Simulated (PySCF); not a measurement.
Computed shifts of a molecule C₂H₈AlN, PySCF with PBE/pcSseg-1, GIAO, gas phase, atoms alike by connectivity averaged where their shifts nearly agree, in ppm (number of nuclei): ¹³C: -11.5 (2). ¹H: 1.75 (2), -0.21 (6). ¹⁵N: 57.7 (1). References: ¹³C against TMS (σ = 182.0 ppm); ¹H against TMS (σ = 31.49 ppm); ¹⁵N against NH3 (σ = 267.0 ppm), references at their B3LYP-D3(BJ)/def2-TZVP geometries, non-relativistic. Geometry optimised at B3LYP-D3(BJ)/def2-SVP. One conformer was computed; it need not be the lowest.

Task: Which structure fits?
A. C[NH][AlH][CH3]
B. [CH3][Al]([CH3])[NH2]
C. C[N](C)[AlH2]
D. C[CH2][AlH][NH2]

Result: B, [CH3][Al]([CH3])[NH2]
